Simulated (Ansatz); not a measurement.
```yaml
crystal:
  periodic: [false, false, false]
  atoms:
    - {symbol: Cl, position_ang: [-0.214857, -2.313216, 1.558393]}
    - {symbol: B, position_ang: [-0.088679, -0.856130, 0.626122]}
    - {symbol: N, position_ang: [0.229678, -0.538482, -0.675407]}
    - {symbol: Si, position_ang: [-0.108309, 0.996142, 0.120829]}
    - {symbol: H, position_ang: [0.494083, -1.014199, -1.525004]}
    - {symbol: H, position_ang: [-1.294825, 1.732115, -0.385018]}
    - {symbol: H, position_ang: [1.044109, 1.925870, 0.234385]}
basis:
  gaussian: {orbitals: def2-SVPD}
magnetization: {spin_polarized: true, initial_magnetization: 0}
hamiltonian: {xc: {name: B2GP-PLYP}}
accuracy: high
output: {forces: true}
```

```sh
$ ansatz run in.yaml --threads 2 --pin off --events-out ev --progress --plain --max-ram 4352MiB
```

Output, abridged:

```
Functional definition: B2GP-PLYP
2230 factors; integrals over basis functions are off by at most 4.1e-9 eV
mean field evaluation 1: about -22587.1460 eV, gradient 2.7e1 eV
mean field evaluation 2: about -22587.2079 eV, gradient 2.7e1 eV
mean field evaluation 4: about -22590.3865 eV, gradient 2.2e0 eV
mean field evaluation 8: about -22590.4203 eV, gradient 1.2e-1 eV
mean field evaluation 16: about -22590.4205 eV, gradient 5.8e-5 eV
mean field -22590.42046809 eV, -830.1826398652 hartree, gradient 4.5e-8 eV, S^2 0.000000; 0 other end points of the search recorded, 0 dependent functions left out
12 core orbitals not correlated: weight in the atoms' cores, before any rotation towards them, 1.000 or more for the frozen orbitals, at most 0.000 for the correlated occupied ones
reference -22590.42048810 eV, -830.1826406009 hartree; 11, 11 occupied and 92, 92 virtual orbitals, 2230 factors
second order -15.96952085 eV of doubles, -0.00000000 eV of singles
Total energy: -22596.16951561 eV, -830.3939134649 hartree
Atom 0 at    -0.214857    -2.313216     1.558393 Å, force    -0.028724    -0.373079     0.225178 eV/Å
Atom 1 at    -0.088679    -0.856130     0.626122 Å, force    -0.028541     0.159591     0.057821 eV/Å
Atom 2 at     0.229678    -0.538482    -0.675407 Å, force     0.131208    -0.413037    -0.366201 eV/Å
Atom 3 at    -0.108309     0.996142     0.120829 Å, force    -0.121148     0.778751     0.213832 eV/Å
Atom 4 at     0.494083    -1.014199    -1.525004 Å, force     0.048234    -0.092240    -0.153306 eV/Å
Atom 5 at    -1.294825     1.732115    -0.385018 Å, force     0.047414    -0.026025     0.024033 eV/Å
Atom 6 at     1.044109     1.925870     0.234385 Å, force    -0.048443    -0.033961    -0.001357 eV/Å
Dipole moment:     0.076649     0.173796    -0.343797 e Å
```

Run time 28 s (2 threads of an AMD EPYC 7B13 on a shared host); peak host memory 0.92 GiB.
